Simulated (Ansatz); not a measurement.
Calculation: PBE0-D3(BJ)/def2-TZVP run with Ansatz (a quantum-chemistry and plane-wave program). No frequencies were computed at this level.

Ansatz 0.2 input:
```yaml
crystal:
  periodic: [false, false, false]
  atoms:
    - { symbol: C, position_ang: [1.255893, -0.189624, 0.221312] }
    - { symbol: C, position_ang: [0.628214, 0.884924, -0.684314] }
    - { symbol: C, position_ang: [-0.859225, 0.8837, -0.332749] }
    - { symbol: C, position_ang: [-1.135926, -0.582439, -0.018817] }
    - { symbol: C, position_ang: [0.081588, -0.992111, 0.809377] }
    - { symbol: H, position_ang: [1.846123, 0.264855, 1.016655] }
    - { symbol: H, position_ang: [1.921588, -0.833717, -0.352696] }
    - { symbol: H, position_ang: [1.084417, 1.863024, -0.537469] }
    - { symbol: H, position_ang: [0.754249, 0.610919, -1.732732] }
    - { symbol: H, position_ang: [-1.036327, 1.490687, 0.556764] }
    - { symbol: H, position_ang: [-1.478801, 1.268643, -1.141757] }
    - { symbol: H, position_ang: [-1.171415, -1.157324, -0.945791] }
    - { symbol: H, position_ang: [-2.073031, -0.732326, 0.515894] }
    - { symbol: H, position_ang: [0.260002, -2.066031, 0.774318] }
    - { symbol: H, position_ang: [-0.077347, -0.71318, 1.852008] }
basis:
  gaussian: { orbitals: def2-tzvp }
hamiltonian:
  xc: pbe0
  dispersion: d3bj
relax:
  max_steps: 150
```

Output:

```
Functional definition: PBE0
1340 factors; their error is unknown
mean field evaluation 1: about -5331.9851 eV, gradient 7.0e1 eV
mean field evaluation 2: about -5321.3900 eV, gradient 9.6e1 eV
mean field evaluation 4: about -5343.7948 eV, gradient 1.4e0 eV
mean field evaluation 8: about -5343.7678 eV, gradient 6.8e-1 eV
mean field evaluation 16: about -5343.7685 eV, gradient 6.7e-6 eV
mean field -5343.76848744 eV, -196.3798697771 hartree, gradient 7.3e-6 eV, S^2 0.000000; 0 other end points of the search recorded, 0 dependent functions left out
reference -5343.76852034 eV, -196.3798709861 hartree; 20, 20 occupied and 195, 195 virtual orbitals, 1340 factors
relax step   1: F+E_penalty+E_count = -5344.03617277 eV  Δ(F+E_penalty+E_count) = +0.000e0 eV  max|allowed force component| = 2.283e-1 eV/Å  Δτ_max = 0.0000 Å  (26 SCF iters, accepted)
these checks for a lower state are left out or cut short: starts, cluster_reference, orbital_swaps, neighbouring_geometries, increment
1340 factors; their error is unknown
mean field -5343.77533204 eV, -196.3801213114 hartree, gradient 5.6e-6 eV, S^2 0.000000; 0 other end points of the search recorded, 0 dependent functions left out
reference -5343.77536502 eV, -196.3801225235 hartree; 20, 20 occupied and 195, 195 virtual orbitals, 1340 factors
relax step   2: F+E_penalty+E_count = -5344.04247599 eV  Δ(F+E_penalty+E_count) = -6.303e-3 eV  max|allowed force component| = 8.555e-2 eV/Å  Δτ_max = 0.0120 Å  (29 SCF iters, accepted)
these checks for a lower state are left out or cut short: starts, cluster_reference, orbital_swaps, neighbouring_geometries, increment
1340 factors; their error is unknown
mean field -5343.77611202 eV, -196.3801499750 hartree, gradient 5.9e-6 eV, S^2 0.000000; 0 other end points of the search recorded, 0 dependent functions left out
reference -5343.77614504 eV, -196.3801511885 hartree; 20, 20 occupied and 195, 195 virtual orbitals, 1340 factors
relax step   3: F+E_penalty+E_count = -5344.04314752 eV  Δ(F+E_penalty+E_count) = -6.715e-4 eV  max|allowed force component| = 1.726e-2 eV/Å  Δτ_max = 0.0094 Å  (29 SCF iters, accepted)
these checks for a lower state are left out or cut short: starts, cluster_reference, orbital_swaps, neighbouring_geometries, increment
1340 factors; their error is unknown
mean field evaluation 32: about -5343.8058 eV, gradient 6.9e-1 eV
mean field -5343.77610603 eV, -196.3801497551 hartree, gradient 6.1e-6 eV, S^2 0.000000; 0 other end points of the search recorded, 0 dependent functions left out
reference -5343.77613905 eV, -196.3801509686 hartree; 20, 20 occupied and 195, 195 virtual orbitals, 1340 factors
relax step   4: F+E_penalty+E_count = -5344.04321736 eV  Δ(F+E_penalty+E_count) = -6.984e-5 eV  max|allowed force component| = 2.782e-3 eV/Å  Δτ_max = 0.0032 Å  (29 SCF iters, accepted)
1340 factors; their error is unknown
mean field -5343.77610603 eV, -196.3801497551 hartree, gradient 6.1e-6 eV, S^2 0.000000; 1 other end points of the search recorded, 0 dependent functions left out
reference -5343.77613905 eV, -196.3801509686 hartree; 20, 20 occupied and 195, 195 virtual orbitals, 1340 factors
Total energy: -5344.04325038 eV, -196.3899671290 hartree
Atom 0 at     1.258896    -0.190077     0.221841 Å, force    -0.000955     0.000145    -0.000168 eV/Å
Atom 1 at     0.627685     0.887358    -0.683893 Å, force    -0.001715     0.000169     0.001436 eV/Å
Atom 2 at    -0.859510     0.882900    -0.333596 Å, force    -0.001087    -0.001187    -0.002166 eV/Å
Atom 3 at    -1.136236    -0.581549    -0.018075 Å, force    -0.001361     0.001555     0.001734 eV/Å
Atom 4 at     0.080557    -0.994310     0.808681 Å, force    -0.001108     0.000258    -0.001934 eV/Å
Atom 5 at     1.857350     0.259072     1.017105 Å, force     0.000778    -0.000546    -0.000110 eV/Å
Atom 6 at     1.933477    -0.831423    -0.349072 Å, force     0.000819     0.000305     0.000391 eV/Å
Atom 7 at     1.089719     1.868233    -0.556051 Å, force     0.000292    -0.000059    -0.000712 eV/Å
Atom 8 at     0.752778     0.612824    -1.735422 Å, force    -0.001009    -0.001047     0.001740 eV/Å
Atom 9 at    -1.039094     1.490336     0.560573 Å, force     0.002049    -0.002782     0.000117 eV/Å
Atom 10 at    -1.487821     1.283733    -1.132082 Å, force     0.000157    -0.000071     0.000850 eV/Å
Atom 11 at    -1.172524    -1.156386    -0.950283 Å, force     0.002676     0.002069     0.000715 eV/Å
Atom 12 at    -2.082219    -0.744667     0.503011 Å, force     0.000445    -0.000020    -0.000743 eV/Å
Atom 13 at     0.257055    -2.071597     0.793313 Å, force     0.000041     0.000009     0.000770 eV/Å
Atom 14 at    -0.080113    -0.714447     1.853951 Å, force    -0.000024     0.001203    -0.001921 eV/Å
Dipole moment:    -0.004091     0.000618    -0.000721 e Å
```

Cost: roughly 40 core-seconds.
